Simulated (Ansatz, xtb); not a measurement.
# C4H9BO: which of two structures lies lower

We compare I, `B[C@@H](C=O)CC`, a singlet, with II, a singlet given by its coordinates. Both are isolated molecules in the gas phase, relaxed with PBE-D3(BJ)/def2-SVP; the shapes shown needn't be the lowest conformers.

I (Å):

```csv
atom,x (Å),y (Å),z (Å)
C,0.4813,0.7014,0.1931
C,-0.3736,1.9493,0.1636
C,1.4675,0.6148,1.3636
C,2.5906,1.6533,1.3166
B,-0.3243,-0.5661,-0.2372
O,-0.4865,2.7230,1.0935
H,-1.2664,-0.4615,-1.0012
H,0.0442,-1.6698,0.1176
H,1.0256,0.7114,-0.8047
H,-0.9504,2.0983,-0.7999
H,0.8827,0.7462,2.2984
H,1.8911,-0.4100,1.4015
H,3.2726,1.5456,2.1838
H,3.2031,1.5460,0.3964
H,2.1815,2.6826,1.3382
```

II (Å):

```
atom    x (Å)    y (Å)    z (Å)
   C   0.1738  -0.5427   0.4277
   C  -1.1280   0.0818   0.9436
   C   0.8500   0.3732  -0.6208
   C   1.8285   1.1714   0.1588
   B   1.3391  -0.6648   1.5751
   O   2.1406   0.7248   1.2816
   H   2.2092  -1.5165   1.3712
   H   0.9932  -0.6015   2.7506
   H  -0.0448  -1.5263  -0.0350
   H  -0.9421   1.0613   1.4358
   H  -1.8760   0.2525   0.1373
   H  -1.5965  -0.5711   1.7068
   H   1.4705  -0.2155  -1.3439
   H   0.1899   1.0141  -1.2480
   H   2.3296   2.1001  -0.1931
```

Close contacts (Å): C1–C2 1.53, C1–C3 1.55, C1–B5 1.64, C3–C4 1.48, C4–O6 1.25, B5–O6 1.63, C1–H9 1.11, C2–H10 1.11, C2–H11 1.11, C2–H12 1.11, C3–H13 1.12, C3–H14 1.11, C4–H15 1.11, B5–H7 1.23, B5–H8 1.23.

Problem. Estimate which is lower in electronic energy at CCSD(T)/def2-SVP + ΔMP2/def2-TZVPP, and by roughly how much.

Solution. The CCSD(T)/def2-SVP + ΔMP2/def2-TZVPP calculation puts structure II lower, by 11.8 kcal/mol.

The same difference at several levels:

```tsv
level	geometry	E(II) − E(I) (kcal/mol)	departure from the last row (kcal/mol)	job, with rough time for the two
GFN2-xTB	GFN2-xTB	−16.5	−4.8	optimisation, 2.7 s
HF/STO-3G	GFN2-xTB	−30.7	−18.9	single point, 3.1 s
r2SCAN-D4/def2-SVP	GFN2-xTB	−13.1	−1.3	single point, 15 s
PBE-D3(BJ)/def2-SVP	PBE-D3(BJ)/def2-SVP	−14.5	−2.7	optimisation, 3.3 min
HF/def2-SVP	PBE-D3(BJ)/def2-SVP	−3.5	+8.3	part of the CCSD(T) run
MP2/def2-SVP	PBE-D3(BJ)/def2-SVP	−11.3	+0.5	part of the CCSD(T) run
CCSD(T)/def2-SVP	PBE-D3(BJ)/def2-SVP	−11.2	+0.6	single point
CCSD(T)/def2-SVP + ΔMP2/def2-TZVPP	PBE-D3(BJ)/def2-SVP	−11.8		single point, 3.3 min
```

The levels shown agree on the order. The largest departure from CCSD(T)/def2-SVP + ΔMP2/def2-TZVPP is that of HF/STO-3G, 18.9 kcal/mol. The last row adds to CCSD(T) the change of the MP2 difference between the two basis sets, here −0.6 kcal/mol.

With thermal terms from frequencies at re-optimised GFN2-xTB minima (ideal gas, soft modes damped towards free rotors, one conformer each, 298.15 K, 1 atm): the zero-point term adds +1.5 kcal/mol; ΔH is −11.2 and ΔG −8.9 kcal/mol.

The correlated steps freeze 6 core orbitals. Mirror images aren't counted in ΔG. Run with Ansatz 0.2.0, xtb 6.7.1; the last row on 2 threads of Intel(R) Xeon(R) Processor @ 2.50GHz (Skylake/Cascade Lake) on a shared host.
